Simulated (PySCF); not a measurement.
Electronic absorption of cubane

Cubane, C8H8.
Numbering: `[C@H:1]12[C@@H:2]3[C@@H:3]4[C@H:4]1[C@@H:5]1[C@H:6]2[C@H:7]3[C@H:8]41` (hydrogens: H9 on C1; H10 on C2; H11 on C3; H12 on C4; H13 on C5; H14 on C6; H15 on C7; H16 on C8)

Computed with TDDFT CAM-B3LYP/def2-SVPD, vertical, gas phase, core orbitals frozen in the response in PySCF 2.14.0, density-fitted response routines. Geometry: GFN2-xTB; no solvent, vibrations or thermal averaging.

```json
{"state": "S1", "E (eV)": "7.29", "ν̃ (cm⁻¹)": "58820", "f": "0.0000", "symmetry": "–", "main configurations (H = HOMO, L = LUMO)": "H-2/H-1/H→L+1/L+2 (≥82%)"}
{"state": "S2", "E (eV)": "7.29", "ν̃ (cm⁻¹)": "58830", "f": "0.0000", "symmetry": "–", "main configurations (H = HOMO, L = LUMO)": "H-2/H-1/H→L+3 (≥45%), H-2/H-1/H→L+1/L+2 (≥36%)"}
{"state": "S3", "E (eV)": "7.30", "ν̃ (cm⁻¹)": "58840", "f": "0.0000", "symmetry": "–", "main configurations (H = HOMO, L = LUMO)": "H-2/H-1/H→L+3 (≥42%), H-2/H-1/H→L+1/L+2 (≥40%)"}
{"state": "S4", "E (eV)": "7.33", "ν̃ (cm⁻¹)": "59090", "f": "0.0000", "symmetry": "–", "main configurations (H = HOMO, L = LUMO)": "H-2/H-1/H→L+1/L+2 (≥56%), H-2/H-1/H→L+3 (≥13%)"}
{"state": "S5", "E (eV)": "7.33", "ν̃ (cm⁻¹)": "59100", "f": "0.0000", "symmetry": "–", "main configurations (H = HOMO, L = LUMO)": "H-2/H-1/H→L+1/L+2 (≥40%), H-2/H-1/H→L+3 (≥37%)"}
{"state": "S6", "E (eV)": "7.44", "ν̃ (cm⁻¹)": "60000", "f": "0.0084", "symmetry": "T1u", "main configurations (H = HOMO, L = LUMO)": "H-2/H-1/H→L+1/L+2 (≥79%)"}
{"state": "S7", "E (eV)": "7.44", "ν̃ (cm⁻¹)": "60010", "f": "0.0084", "symmetry": "T1u", "main configurations (H = HOMO, L = LUMO)": "H-2/H-1/H→L+3 (≥42%), H-2/H-1/H→L+1/L+2 (≥36%)"}
{"state": "S8", "E (eV)": "7.44", "ν̃ (cm⁻¹)": "60020", "f": "0.0084", "symmetry": "T1u", "main configurations (H = HOMO, L = LUMO)": "H-2/H-1/H→L+3 (≥43%), H-2/H-1/H→L+1/L+2 (≥41%)"}
```

Triplets, Tamm–Dancoff:

| state | E (eV) | λ (nm) | main configurations (H = HOMO, L = LUMO) |
| --- | --- | --- | --- |
| T1 | 7.02 | 176.7 | H-2/H-1/H→L+1/L+2 (≥53%), H-2/H-1/H→L+3 (≥25%) |
| T2 | 7.14 | 173.6 | H-2/H-1/H→L+1/L+2 (≥72%) |
| T3 | 7.14 | 173.5 | H-2/H-1/H→L+3 (≥40%), H-2/H-1/H→L+1/L+2 (≥31%) |

The lowest singlet level (S1/S2/S3) lies at 7.29 eV (170 nm, vacuum ultraviolet) and is dark (f under 0.0005). The most intense listed level is S6/S7/S8 at 7.44 eV (167 nm, f = 0.025 summed), 0.15 eV above S1. It is the last of those listed, so stronger ones may follow. S1/S2/S3, S4/S5 and S6/S7/S8 lie within about 0.01 eV of each other in each set; the point group Oh has degenerate representations, and within a degenerate level the listed configurations can mix freely. Löwdin shares by element: HOMO (one of a set within 0.03 eV) carbon 48% or more (atoms not listed hold the other 52%); LUMO hydrogen 26% or more (atoms not listed hold the other 74%). Of the 8 states listed, none reaches f = 0.01 and 5 stay under 0.0005. The listed states span 0.15 eV, and the widest gap between neighbours is 0.11 eV (S5 to S6). Orbital energies (eV): HOMO-3 -9.26, HOMO-2 -8.76, HOMO-1 -8.75, HOMO -8.75, LUMO 1.56, LUMO+1 1.77, LUMO+2 1.77. Symmetry labels in Oh follow from the direction of the transition dipole and are given only for states with f of 0.002 or more. Orbitals of the list HOMO-3 to LUMO+2 that lie within 0.01 eV of each other are written together with a slash and their weights summed (≥ marks a lower bound); for degenerate orbitals outside that list single weights are arbitrary. Singlets were solved by full linear response, triplets in the Tamm–Dancoff approximation.
